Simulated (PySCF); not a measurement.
A PySCF script (with the pyscf-properties extension) for the NMR shieldings of SMILES [NH3+][B@@H-](P)Cl, BClH₆NP, on a GFN2-xTB geometry:

```python
import basis_set_exchange as bse
import numpy as np
from pyscf import gto, dft
from pyscf.prop import nmr

atoms = """
N    -1.305109   -0.274637    0.064314
B     0.090093    0.582138    0.113196
P     1.506017   -0.729566    0.536571
Cl    0.166828    1.281048   -1.586898
H    -1.486066   -0.729487    0.957294
H    -1.212908   -0.977887   -0.667885
H    -2.070845    0.350418   -0.181569
H    -0.020525    1.428066    0.932740
H     1.796477   -1.101487   -0.763111
H     2.544921    0.176048    0.572819
"""
names = dict.fromkeys(["N", "B", "P", "Cl", "H"], "pcSseg-1")
basis = {el: gto.basis.parse(bse.get_basis(n, elements=[el], fmt="nwchem")) for el, n in names.items()}
mol = gto.M(atom=atoms, basis=basis, charge=0, verbose=0)
mf = dft.RKS(mol, xc="PBE0")
mf.grids.level = 2
mf.grids.alignment = dft.numint.BLKSIZE   # the property module wants whole blocks of grid points
mf.conv_tol = 1e-9
mf.kernel()

calc = nmr.RKS(mf)   # GIAO
C = mf.mo_coeff
Co = C[:, mf.mo_occ > 0]
resp = mf.gen_response(singlet=True, hermi=2)
def vind(x):   # induced exchange potential for any number of trial vectors
    d = np.einsum("pi,xij,qj->xpq", C, 2 * x.reshape(-1, C.shape[1], Co.shape[1]), Co, optimize=True)
    return np.einsum("xpq,pi,qj->xij", resp(d - d.transpose(0, 2, 1)), C, Co, optimize=True).ravel()
mo1, _ = nmr.rhf.solve_mo1(calc, with_cphf=vind)
sigma = calc.kernel(mo1)
for i, s in enumerate(sigma):   # ppm
    print("%2d %-2s %9.2f" % (i, mol.atom_pure_symbol(i), np.trace(s) / 3))
```

Q: What does it print?

A: 
```
 0 N     199.45
 1 B     108.82
 2 P     539.87
 3 Cl    905.89
 4 H      28.43
 5 H      28.69
 6 H      28.38
 7 H      28.00
 8 H      30.64
 9 H      29.93
```

These numbers come from an equivalent density-fitted implementation of the same equations, which agrees with the script to about 0.01 ppm for H and up to a few tenths of a ppm for heavy atoms, so last digits may differ.

Size and cost of the density-fitted run: 112 basis functions, roughly 30 core-seconds.
